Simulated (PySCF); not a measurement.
# CH6O4P2Si

CH6O4P2Si is a carbene (divalent C1, bonded to 1 O + 1 P), neutral, singlet. The structure, one conformer, was relaxed in the gas phase by PBE0-D3(BJ)/def2-SVP. No frequency run checks that it is a minimum.

The lowest triplet lies only 1.20 eV up at this geometry (Tamm-Dancoff CAM-B3LYP/def2-SVPD). Shieldings at and next to the centre that carries it rest on this small gap and are unreliable.

SMILES: O=P(O)(O)O[C]P[SiH3]

```csv
atom,x (Å),y (Å),z (Å)
C1,-0.042,1.062,1.821
P2,1.496,0.394,1.260
Si3,1.934,-0.003,-0.930
O4,-1.209,0.613,1.371
P5,-1.487,-0.469,0.139
O6,-0.335,-1.377,-0.057
O7,-2.899,-1.058,0.558
O8,-1.921,0.423,-1.101
H9,2.314,1.503,1.577
H10,0.853,0.554,-1.811
H11,3.169,0.792,-1.226
H12,2.174,-1.431,-1.258
H13,-2.872,-1.542,1.394
H14,-1.183,0.523,-1.722
```

Shieldings: GIAO PBE0/pcSseg-1. Shifts are against computed references at the same level: C TMS (σ 184.4 ppm), H TMS (σ 31.27 ppm), Si TMS (σ 352.0 ppm). Core levels by delta-SCF with SCAN, pcX-2 on the ionised atom and pcseg-1 elsewhere, spin-free X2C (2p3/2 is the spin-free 2p value less a third of a first-order spin-orbit splitting); from the vacuum level, for chosen atoms.

Give the shieldings and core levels atom by atom.


```tsv
atoms	bonded to	σ (ppm)	δ (ppm)	core level (eV)
C1	1 O + 1 P	-372.1	556.5	-
P2	1 C + 1 Si + 1 H	366.5	-	2p3/2 136.26
Si3	1 P + 3 H	444.0	-92.0	2p3/2 106.92
O4	1 C + 1 P	-117.8	-	1s 539.85
P5	4 O	325.8	-	2p3/2 140.65
O6	1 P	162.2	-	-
O7	1 P + 1 H	226.1	-	-
O8	1 P + 1 H	215.7	-	-
H9	1 P	24.21	7.06	-
H10 H11 H12	1 Si	27.24	4.03	-
H13	1 O	27.32	3.94	-
H14	1 O	27.41	3.86	-
```

Values are those of this one static structure, with the three H of a rotating XH3 group averaged; atoms that internal rotation interchanges would show their mean in an NMR spectrum.

The core-hole state of P2 is spin-contaminated (⟨S²⟩ 0.80 against 0.75 for a pure doublet), so that value and differences from it are less sure.

Core levels of C1 are left out, their hole states being strongly spin-contaminated.

By CAM-B3LYP/def2-SVPD (TDDFT singlets, Tamm-Dancoff triplets, ionisation by delta-SCF), where does absorption start, and what does vertical ionisation take?

The first singlet with intensity lies at 4.61 eV (f 0.016); what lies below it is dark. The lowest singlet lies at 2.33 eV (f 0.001), the strongest of the first 6 at 5.99 eV (f 0.104), the lowest triplet at 1.20 eV; vertical ionisation takes 7.94 eV.

The 3 runs behind this took 5.1 min in all, one thread each of Arm Neoverse V1 on a shared host, launched as `OMP_NUM_THREADS=1 python cluster_run.py task.json out`.
